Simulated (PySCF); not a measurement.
**[Eu(NH3)3]2+ at several levels of theory**

Computed with PySCF 2.14.0 (density fitting, no spin-orbit coupling) at the geometry relaxed with PBE0:

```xyz
13
[Eu(NH3)3]2+ (singlet in the valence; each metal's 4f electrons, 7 of them, lie in its core potential, out of spins and levels)
Eu    0.0000    0.0000    0.0000
N     2.6611    0.0001    0.0000
H     3.0955   -0.4654    0.8060
H     3.0955   -0.4654   -0.8060
H     3.0955    0.9308    0.0000
N    -1.3306    2.3045    0.0000
H    -1.1447    2.9135    0.8060
H    -1.1447    2.9135   -0.8060
H    -2.3538    2.2154    0.0000
N    -1.3304   -2.3046    0.0000
H    -1.9508   -2.4480    0.8060
H    -1.9508   -2.4480   -0.8060
H    -0.7417   -3.1462    0.0000
```

| level | basis | state | HOMO (eV) | gap (eV) | charge on Eu1 (e) | population of f-type functions on Eu1 (polarisation alone where 4f lies in the core) | dipole about the centre of mass (D) | largest force component (eV/Å) |
| --- | --- | --- | --- | --- | --- | --- | --- | --- |
| PBE0 | Eu lcecp-0-SVP with ECP53, N def2-SVP, H def2-SVP | singlet | – | – | 1.31 | 0.01 | 0.00 | 0.01 |
| HF | the same | singlet | – | – | 1.51 | 0.01 | 0.00 | 1.08 |
| wB97X | the same | singlet | – | – | 1.34 | 0.01 | 0.00 | 0.04 |

In the lcecp rows the 4f levels are missing from HOMO and gap, and the state counts the valence alone.

Charges are Mulliken's, which hang on the basis. The relaxation used the grid (50, 194), these runs (75, 302) or, all-electron (x2c bases, spin-free X2C Hamiltonian), (99, 590).

Question: What does PBE0 with Eu lcecp-0-TZVP with ECP53, N def2-TZVP, H def2-TZVP give here?

Answer: state singlet, charge on Eu1 (e) 1.61, population of f-type functions on Eu1 (polarisation alone where 4f lies in the core) 0.02, dipole about the centre of mass (D) 0.00, largest force component (eV/Å) 0.41. Time: 29 s on 2 threads of Arm Neoverse V2, with other jobs on the host, from free ions and atoms.

A frequency check found unstable modes (4, the lowest at -50 cm⁻¹), so the relaxed geometry is probably a saddle point. An lcecp potential fixes the number of 4f electrons, so in runs with it no electron can move into or out of that shell.
